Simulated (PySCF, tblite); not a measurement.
Compound: C8H9N3.
SMILES with atom numbers: `[CH3:1][CH2:2][c:3]1[n:4][n:5][c:6]([CH3:7])[cH:8][c:9]1[C:10]#[N:11]` (hydrogens: H12, H13, H14 on C1; H15, H16 on C2; H17, H18, H19 on C7; H20 on C8)

Computed geometry: GFN2-xTB, gas phase.

Problem. List the bond lengths, angles and torsions at this level.

Solution. 
```csv
bond,length (Å)
C1–C2,1.531
C2–C3,1.495
C3–N4,1.317
N4–N5,1.298
N5–C6,1.323
C6–C7,1.492
C6–C8,1.400
C8–C9,1.385
C9–C10,1.413
C10≡N11,1.146
C3–C9,1.416
"C1–H12, C1–H13, C1–H14",1.088
"C2–H15, C2–H16",1.091
"C7–H17, C7–H18, C7–H19",1.088
C8–H20,1.081
```

Bonds in one row agree within 0.01 Å and their mean is given. A selection of angles:
```csv
angle,degrees
C1–C2–C3,110.0
C2–C3–N4,117.5
C2–C3–C9,121.9
N4–C3–C9,120.6
C3–N4–N5,121.9
N4–N5–C6,121.3
N5–C6–C7,117.1
N5–C6–C8,121.3
C7–C6–C8,121.6
C6–C8–C9,117.4
C8–C9–C10,121.4
C3–C9–C8,117.5
C3–C9–C10,121.1
C9–C10–N11,179.8
```

Torsions: C1–C2–C3–N4 98° (anticlinal). The mirror-image conformer, all signs reversed, is as good.

N4 (pyridine-type nitrogen) is bent (angle 121.9°). The 3 C–N bonds span 1.146 Å (C10≡N11, drawn triple) to 1.323 Å (N5–C6, aromatic), a spread of 0.177 Å. The 6-membered ring C3–N4–N5–C6–C8–C9 has internal angles of 117.4° to 121.9°; it is planar, 0.00 Å rms from its mean plane, widest ring torsion 1°. The 7 C–C bonds span 1.385 Å (C8–C9, aromatic) to 1.531 Å (C1–C2, drawn single), a spread of 0.146 Å. Of the pairs four or more bonds apart, C10···H15 is among the closest relative to their van der Waals radii: 2.66 Å, 92 % of the sum of Bondi's values.

Point group: C1 (no symmetry element, even within 0.4 Å). Its GFN2-xTB frequencies are all real (lowest 49 cm⁻¹). The numbers are those of one conformer.
